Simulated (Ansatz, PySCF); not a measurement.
H2O2Sc, SMILES [OH][Sc][OH] (connectivity only; charge and spin as stated), neutral, multiplicity 2. Atoms are numbered in the order given.

```xyz
5

Sc     0.0000     0.0000     0.8919
O      0.0000     1.6856     0.1001
H      0.0000     2.3812    -0.5552
O      0.0000    -1.6856     0.1001
H      0.0000    -2.3812    -0.5552
```
Charge 0, spin multiplicity 2.

Geometry optimised at B3LYP-D3(BJ)/def2-TZVP. One conformer was computed; it need not be the lowest.

Two levels are set side by side: PBE-D3(BJ)/def2-TZVP (Ansatz, a first-principles code) and B3LYP-D3(BJ)/def2-TZVP (Ansatz). Each level has its own optimised geometry; the coordinates shown are those of the second. Frequencies come from the Hessian of PySCF at each geometry. Differences are taken from unrounded values.

```csv
quantity,B3LYP-D3(BJ),PBE-D3(BJ),PBE-D3(BJ) minus B3LYP-D3(BJ)
mean bond length (Å),1.409,1.411,0.002
bond Sc1–O2 (Å),1.862,1.858,-0.004
bond Sc1–O4 (Å),1.862,1.858,-0.004
bond O2–H3 (Å),0.956,0.965,0.009
bond O4–H5 (Å),0.956,0.965,0.009
highest harmonic wavenumber (cm⁻¹),3935,3832,-103
mean harmonic wavenumber (cm⁻¹),1210,1171,-39
zero-point energy (kcal/mol),15.56,15.06,-0.50
```
